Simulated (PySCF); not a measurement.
Electronic structure of O⁻ (oxygen, charge -1) at the UHF level

Configuration: [He] 2s2 2p5, 2P determinant. Computed with PySCF 2.14 in aug-cc-pwCVTZ, with no relativity, point nucleus.

```
Total energy                                                  : -74.792314 hartree
One-electron energy                                           : -106.8503 hartree
Hartree (Coulomb) energy                                      : 40.4394 hartree
Exchange energy                                               : -8.3814 hartree
Kinetic energy                                                : 74.78208 hartree
⟨S²⟩                                                          : 0.7700
⟨L²⟩                                                          : 2.026
Sum of ⟨r⟩                                                    : 10.16 bohr
Sum of ⟨r²⟩                                                   : 19.02 bohr²
Traceless quadrupole moment −½Σ⟨3z² − r²⟩ along its main axis : 1.63 e·bohr²
Density at the nucleus (Gaussians lack the cusp)              : 299 bohr⁻³
Spin density at the nucleus                                   : 0.139 bohr⁻³
Langevin diamagnetic susceptibility                           : -15.1 ×10⁻⁶ cm³/mol
```

```tsv
shell	electrons	mean orbital energy (eV)	spread (eV)	rms radius, mean of both spins (bohr)
1s α	1	-550.35	0	0.231
1s β	1	-549.25	0	0.231
2s α	1	-24.742	0	1.32
2s β	1	-19.864	0	1.32
2p α	3	-4.767	2.530	1.76
2p β	2	-2.178	0	1.76
```

Spin-orbit constants ζ (cm⁻¹) from the X2C one-electron operator on these orbitals (non-relativistic here): bare nucleus, nucleus screened by l(l+1)(2l+1)/3 electrons, and screened by the Breit-Pauli mean field of the electrons.

```
shell   bare  screened nucleus  mean field
   2p  206.0             154.5       131.0
```

To first order the Landé constant is A = -131.0 cm⁻¹, so the lowest level has J = 3/2 and lies 0.00812 eV below the centre of the term.
